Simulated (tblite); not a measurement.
C5H8BF3O.
Atom-mapped SMILES: `[BH2:1]/[CH:2]=[CH:3]\[C@@H:4]([CH3:5])[O:6][C:7]([F:8])([F:9])[F:10]` (hydrogens: H11, H12 on B1; H13 on C2; H14 on C3; H15 on C4; H16, H17, H18 on C5)

Computed with GFN2-xTB (tblite), gas phase: L-BFGS steps from a force-field or distance-geometry start until the largest atomic force falls under 0.01 eV/Å.

At the end of the run (lengths in Å): O6–C7 1.310, C7–F9 1.349, C7–F8 1.330, B1–C2 1.543, C7–F10 1.349, C5–H18 1.086, C4–O6 1.458, C4–O6–C7 116.4°, O6–C7–F9 114.8°, C5–C4–O6 105.7°, O6–C7–F10 114.1°, B1–C2–C3–C4 3°, C2–C3–C4–C5 99°, C3–C4–O6–C7 73°, H11–B1–C2–C3 37°, H13–C2–B1–H11 -145°.

**Question.** These geometries were met on the way; a selection of coordinates is given. Order them by energy above the end point, lowest first.
A. O6–C7 1.294, C7–F9 1.355, C7–F8 1.324, B1–C2 1.549, C7–F10 1.356, C5–H18 1.084, C4–O6 1.475, C4–O6–C7 115.1°, O6–C7–F9 113.4°, C5–C4–O6 109.0°, O6–C7–F10 112.4°, B1–C2–C3–C4 2°, C2–C3–C4–C5 79°, C3–C4–O6–C7 94°, H11–B1–C2–C3 -1°, H13–C2–B1–H11 -179°
B. O6–C7 1.411, C7–F9 1.395, C7–F8 1.375, B1–C2 1.581, C7–F10 1.387, C5–H18 1.119, C4–O6 1.425, C4–O6–C7 111.8°, O6–C7–F9 111.5°, C5–C4–O6 108.4°, O6–C7–F10 111.0°, B1–C2–C3–C4 2°, C2–C3–C4–C5 78°, C3–C4–O6–C7 96°, H11–B1–C2–C3 -2°, H13–C2–B1–H11 -179°
C. O6–C7 1.315, C7–F9 1.347, C7–F8 1.329, B1–C2 1.543, C7–F10 1.349, C5–H18 1.085, C4–O6 1.459, C4–O6–C7 114.6°, O6–C7–F9 114.1°, C5–C4–O6 108.1°, O6–C7–F10 113.4°, B1–C2–C3–C4 2°, C2–C3–C4–C5 79°, C3–C4–O6–C7 94°, H11–B1–C2–C3 -1°, H13–C2–B1–H11 -179°
D. O6–C7 1.310, C7–F9 1.348, C7–F8 1.329, B1–C2 1.544, C7–F10 1.350, C5–H18 1.086, C4–O6 1.458, C4–O6–C7 116.1°, O6–C7–F9 114.4°, C5–C4–O6 106.5°, O6–C7–F10 113.4°, B1–C2–C3–C4 0°, C2–C3–C4–C5 83°, C3–C4–O6–C7 94°, H11–B1–C2–C3 3°, H13–C2–B1–H11 -178°
E. O6–C7 1.334, C7–F9 1.377, C7–F8 1.344, B1–C2 1.553, C7–F10 1.373, C5–H18 1.097, C4–O6 1.464, C4–O6–C7 113.7°, O6–C7–F9 112.7°, C5–C4–O6 108.6°, O6–C7–F10 111.9°, B1–C2–C3–C4 2°, C2–C3–C4–C5 79°, C3–C4–O6–C7 95°, H11–B1–C2–C3 -1°, H13–C2–B1–H11 -179°

**Answer.** D (0.030 eV), C (0.050 eV), A (0.084 eV), E (0.151 eV), B (0.544 eV).

```json
{"step": "22", "E above end (eV)": "0.030", "rms distance from the end, all atoms (Å)": "0.392", "largest force (eV/Å)": "0.080", "rms shift of all bonds from the end (Å)": "0.001"}
{"step": "5", "E above end (eV)": "0.050", "rms distance from the end, all atoms (Å)": "0.418", "largest force (eV/Å)": "0.177", "rms shift of all bonds from the end (Å)": "0.003"}
{"step": "2", "E above end (eV)": "0.084", "rms distance from the end, all atoms (Å)": "0.420", "largest force (eV/Å)": "1.124", "rms shift of all bonds from the end (Å)": "0.009"}
{"step": "1", "E above end (eV)": "0.151", "rms distance from the end, all atoms (Å)": "0.422", "largest force (eV/Å)": "1.212", "rms shift of all bonds from the end (Å)": "0.014"}
{"step": "0", "E above end (eV)": "0.544", "rms distance from the end, all atoms (Å)": "0.425", "largest force (eV/Å)": "3.628", "rms shift of all bonds from the end (Å)": "0.037"}
```

Rows stand in the order of the answer.
